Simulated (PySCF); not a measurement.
# What a mistake does to a calculation on C2GeH8N

Calculated results; nothing here was measured. They come from PySCF 2.14.0, an open-source quantum chemistry program, on an isolated molecule that a program drew, which may never have been made. The molecule is C2GeH8N (charge 0, doublet), drawn as the SMILES string `C[N](C)[GeH2]`.

Each row is a Hartree-Fock (HF) and frozen-core CCSD(T) single point in the cc-pVDZ basis, meant for a local HF minimum. Run 1 is clean. Each other run has one planted mistake out of seven kinds, and not every kind appears here: one electron removed, one electron added, multiplicity raised by two, geometry at a saddle point, minimal basis STO-3G, one bond length entered in bohr, all coordinates scaled. The reference is restricted for singlets and unrestricted otherwise, and also for a bond in bohr. Adding or removing an electron swaps singlet and doublet. Electrons count all cores. HOMO and LUMO are orbital energies over both spins, the gradient is its largest component, and the lowest frequency (negative if imaginary) is given only where the gradient is small. Bond lengths are over the 11 bonds as drawn. T1 is the CCSD diagnostic: over 0.02 (restricted) or 0.045 (unrestricted) a single reference is doubtful. Germanium has the cc-pVDZ-PP basis, with a core potential (ECP10MDF) in place of its 10 inner electrons, and its 3s, 3p and 3d shells are frozen in CCSD(T).

Geometry of the clean run:
```xyz
12
C2GeH8N, angstrom
C    -0.9443    0.5264    1.2039
N    -1.9125    0.6019    0.1313
C    -1.6390   -0.3139   -0.9550
Ge   -3.6461    1.1053    0.4931
H    -0.9008   -0.4664    1.6721
H    -1.1747    1.2563    1.9811
H     0.0568    0.7558    0.8235
H    -0.6535   -0.1043   -1.3844
H    -1.6453   -1.3661   -0.6396
H    -2.3752   -0.1957   -1.7511
H    -4.2984    1.4649   -0.8566
H    -3.5704    2.3431    1.4088
```

```
run,electrons,basis functions,<S^2>,HOMO (eV),LUMO (eV),gradient (hartree/bohr),lowest frequency (cm^-1),mean bond (Å),longest bond (Å),T1,HF (hartree),CCSD(T) (hartree),mistake
1,59,105,0.760,-7.98,1.53,1.1e-05,161,1.3079,1.841,0.0172,-428.17950,-428.80155,no fault
2,59,105,1.733,-8.40,1.01,3.8e-02,-,1.4250,2.734,0.0312,-428.06770,-428.64810,one bond length entered in bohr
3,59,105,3.773,-2.49,0.22,1.6e-01,-,1.3079,1.841,0.0217,-427.98817,-428.58502,multiplicity raised by two
4,58,105,0.000,-15.39,-6.08,5.5e-02,-,1.3079,1.841,0.0252,-427.91993,-428.55563,one electron removed
5,60,105,0.000,-0.21,8.82,6.3e-02,-,1.3079,1.841,0.0108,-428.15379,-428.79913,one electron added
6,59,105,0.759,-7.88,1.63,1.7e-02,-,1.2805,1.802,0.0164,-428.17433,-428.79126,?
```

**Which mistake was planted in run 6, and what did it cost?**

The mean and the longest bond both change by the same factor, 0.979, and the gradient is no longer small. So the mistake is: all coordinates scaled. Subtracting run 1 and multiplying by 627.51 kcal/mol a hartree, the energy moved by 3.2 kcal/mol in HF and 6.5 kcal/mol in CCSD(T).

Cautions from the logs. Run 4: T1 is over the limit, so its CCSD(T) energy is less reliable; run 5: the added electron raises the CCSD(T) energy, so it isn't bound in this basis.
